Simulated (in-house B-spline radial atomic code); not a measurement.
**Ionising the strontium ion Sr⁸⁺ with different functionals**

Computed with an all-electron radial atomic-structure program (B-spline basis): non-relativistic Hamiltonian, point nucleus, spin-polarised at highest spin, spherical fractional occupations for the functionals, and exact exchange of hybrids averaged over the configuration. The ionisation energy is the difference of two self-consistent energies, [Ar] 3d10 4s2 → [Ar] 3d10 4s1, without Breit or QED terms; ε is the level of the shell that loses the electron (its least bound occupied spin orbital). There is no spin-orbit coupling in this Hamiltonian.

```tsv
method	rung	ΔSCF (eV)	-ε(4s) (eV)
PBE0	global hybrid	156.04	149.79
B3LYP	global hybrid	156.62	149.84
TPSSh	global hybrid	155.81	148.61
M06-2X	global hybrid	156.17	150.47
BHandHLYP	global hybrid	155.89	151.62
r2SCAN0	global hybrid	155.35	150.00
B97-1	global hybrid	156.41	149.41
HSE06	range-separated hybrid	156.13	149.59
wB97X	range-separated hybrid	155.52	152.85
CAM-B3LYP	range-separated hybrid	156.62	151.78
LC-wPBE	range-separated hybrid	156.43	153.32
```

(1) Among the functionals, which spreads more, the ΔSCF values or the orbital energies?

(2) How do they compare with the NIST value?

## Answers

(1) The orbital energies: ΔSCF values span about 1.27 eV and the orbital energies 4.71 eV.

(2) NIST lists 158.3 eV ± 0.25 (semi-empirical, ground level to ground level). Errors run from -2.98 to -1.71 eV. The correlated functionals all miss on the same side by more than they spread, so the cause is common to them (relativity, Breit-QED terms, or a listed next ion that isn't the cheapest removal here) and closeness doesn't rank the functionals.
